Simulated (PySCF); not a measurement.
Job file and geometry (Å, from GFN2-xTB) of an NMR shielding run on SMILES C=C1C[Si@@H](CCl)[C@H]1F, C5H8ClFSi, GIAO PBE0/pcSseg-1 NMR shielding, non-relativistic, gas phase (PySCF 2.14.0, density-fitted response routines); density fitting, a coarse starting grid and PySCF grid level 2 are the driver's defaults:

```
$ OMP_NUM_THREADS=1 python probes_run.py task.json out

{"job": {"kind": "nmr", "xc": "PBE0", "basis": "pcSseg-1"}, "charge": 0, "multiplicity": 1}
C     -2.468780    -0.215543     0.495184
C     -1.304128    -0.090631    -0.107267
C     -0.508733     1.162707    -0.409190
Si     1.074415     0.113270    -0.659168
C      2.211010     0.065550     0.868483
Cl     3.216170     1.544176     0.858914
C     -0.360524    -1.185895    -0.551541
F     -0.258214    -2.239918     0.340096
H     -2.896845    -1.183637     0.692840
H     -3.033320     0.642645     0.819436
H     -0.872279     1.660682    -1.307114
H     -0.535953     1.893255     0.396799
H      1.837822     0.191640    -1.901313
H      1.661753     0.062654     1.807413
H      2.895332    -0.778974     0.865945
H     -0.665326    -1.633038    -1.502831
```

**Question.** What does the program print?

**Answer.** 
```
coarse grid: 14728 points
cycle   1  E = -1044.0484834064  dE =  9.041e-01  |g| = 5.511e-01  |ddm| = 3.699e+00
cycle   2  E = -1044.0197160911  dE =  2.877e-02  |g| = 7.123e-01  |ddm| = 1.135e+00
cycle   3  E = -1044.1117867370  dE = -9.207e-02  |g| = 7.991e-02  |ddm| = 6.573e-01
cycle   4  E = -1044.1127063765  dE = -9.196e-04  |g| = 4.110e-02  |ddm| = 9.858e-02
cycle   5  E = -1044.1130796527  dE = -3.733e-04  |g| = 1.173e-02  |ddm| = 4.714e-02
cycle   6  E = -1044.1131103590  dE = -3.071e-05  |g| = 3.865e-03  |ddm| = 1.197e-02
cycle   7  E = -1044.1131139043  dE = -3.545e-06  |g| = 8.183e-04  |ddm| = 4.034e-03
final grid: 134296 points
cycle   8  E = -1044.1672841699  dE = -3.863e-05  |g| = 8.783e-03  |ddm| = 2.978e-02
cycle   9  E = -1044.1672735279  dE =  1.064e-05  |g| = 1.133e-02  |ddm| = 1.753e-02
cycle  10  E = -1044.1673019036  dE = -2.838e-05  |g| = 1.460e-03  |ddm| = 1.020e-02
cycle  11  E = -1044.1673022461  dE = -3.425e-07  |g| = 4.524e-04  |ddm| = 1.463e-03
cycle  12  E = -1044.1673022916  dE = -4.547e-08  |g| = 1.260e-04  |ddm| = 4.399e-04
cycle  13  E = -1044.1673022950  dE = -3.471e-09  |g| = 3.589e-05  |ddm| = 1.354e-04
cycle  14  E = -1044.1673022953  dE = -2.906e-10  |g| = 7.292e-06  |ddm| = 4.479e-05
converged SCF energy = -1044.1673022953

GIAO shielding tensors (ppm)
atom      isotropic    diamagn.    paramagn.     s11        s22        s33       span
  0 C       65.966     250.746    -184.780    -46.887     80.447    164.339    211.226
  1 C       30.847     268.222    -237.375    -79.290     38.064    133.767    213.057
  2 C      167.191     251.416     -84.225    153.452    159.029    189.091     35.638
  3 Si     367.407     878.252    -510.845    339.256    365.396    397.567     58.311
  4 C      156.686     250.666     -93.980    137.006    142.112    190.939     53.934
  5 Cl     946.760    1144.252    -197.491    835.304    896.948   1108.028    272.724
  6 C       93.032     246.480    -153.449     53.986     83.914    141.196     87.210
  7 F      398.792     474.874     -76.082    344.056    394.656    457.663    113.607
  8 H       25.848      30.194      -4.346     22.280     24.622     30.643      8.363
  9 H       26.023      30.314      -4.292     22.502     25.137     30.429      7.927
 10 H       29.572      29.998      -0.426     25.867     27.432     35.416      9.549
 11 H       29.409      31.192      -1.784     25.506     28.443     34.278      8.772
 12 H       26.883      27.932      -1.049     23.322     25.372     31.954      8.632
 13 H       28.324      30.435      -2.111     22.622     27.671     34.678     12.057
 14 H       28.315      28.290       0.025     21.962     27.956     35.027     13.064
 15 H       26.186      30.011      -3.825     23.606     26.629     28.324      4.718
```

**Question.** Turn these shieldings into chemical shifts. Chemical shifts δ = σref − σ; TMS for ¹³C (186.93 ppm) and ²⁹Si (349.16 ppm) and ¹H (31.72 ppm); ³⁵Cl (949.78 ppm) vs HCl; CFCl3 for ¹⁹F (170.95 ppm), all at this level.

**Answer.** Averaging equivalent atoms: C 1: 156.1; C 0: 121.0; C 6: 93.9; C 4: 30.2; C 2: 19.7; Si 3: -18.2; Cl 5: 3; F 7: -227.8; H 8: 5.87; H 9: 5.69; H 15: 5.53; H 12: 4.83; H 14: 3.40; H 13: 3.39; H 11: 2.31; H 10: 2.15 ppm. Unscaled 19F shifts against computed CFCl3 carry errors that often reach 10 to 50 ppm.

Size and cost of the density-fitted run: 190 basis functions, 2.2 min wall time (83 s CPU) on 1 thread of an Intel Xeon, shared host; peak memory 0.88 GiB.
